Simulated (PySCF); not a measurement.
A species of formula C6H14OP2 has this rotational fingerprint, computed with PBE0/pcSseg-1 in PySCF (dipole) on a GFN2-xTB geometry, gas phase:

```
Rotational constants : A = 2403, B = 724.8, C = 613.5 MHz
Dipole components    : |μa| = 1.12 D, |μb| = 0.00 D, |μc| = 0.79 D
Inertial defect      : -83.73 u·Å²
κ                    : -0.88
```

Problem. Which candidate fits, each taken in the one conformer that was computed?
A. `[CH3:1]/[CH:2]=[CH:3]/[P@@:4]([CH3:5])(=[O:6])[P:7]([CH3:8])[CH3:9]` with C2–C3–P4–C5 -128°, C3–P4–P7–C8 -175°
B. `[CH3:1][P:2]([CH3:3])[P:4]([CH2:5][OH:6])[CH:7]1[CH2:8][CH2:9]1` with C1–P2–P4–C5 -85°, P2–P4–C5–O6 -51°, P4–C5–O6–H 60°, P2–P4–C7–C8 -98°
C. `[CH3:1][P:2]([CH3:3])[P:4]1[CH2:5][CH2:6][O:7][CH2:8][CH2:9]1` with C1–P2–P4–C5 -178°, P2–P4–C5–C6 154°, P4–C5–C6–O7 -65°, C5–C6–O7–C8 66°, C6–O7–C8–C9 -66°

Solution. C. It is CP(C)P1CCOCC1, an asymmetric top, point group Cs. The candidates at the same level (rigid rotor, commonest isotopes):

```
                 SMILES  A (MHz)  B (MHz)  C (MHz)  μa (D)  μb (D)  μc (D)  Δ (u·Å²)  point group           rotor
        CP(C)P(CO)C1CC1     1457    959.9    683.7    0.92    1.23    0.55   -134.36           C1  asymmetric top
          CP(C)P1CCOCC1     2403    724.8    613.5    1.12    0.00    0.79    -83.73           Cs  asymmetric top
C/C=C/[P@@](C)(=O)P(C)C     1740    767.1    648.8    0.94    0.44    2.07   -170.24           C1  asymmetric top
```

`C/C=C/[P@@](C)(=O)P(C)C` has A 28 % too low; `CP(C)P(CO)C1CC1` has A 39 % too low. In the right answer the mirror of this Cs structure is the ac plane, so μb vanishes by symmetry. No structure here is proved a minimum.
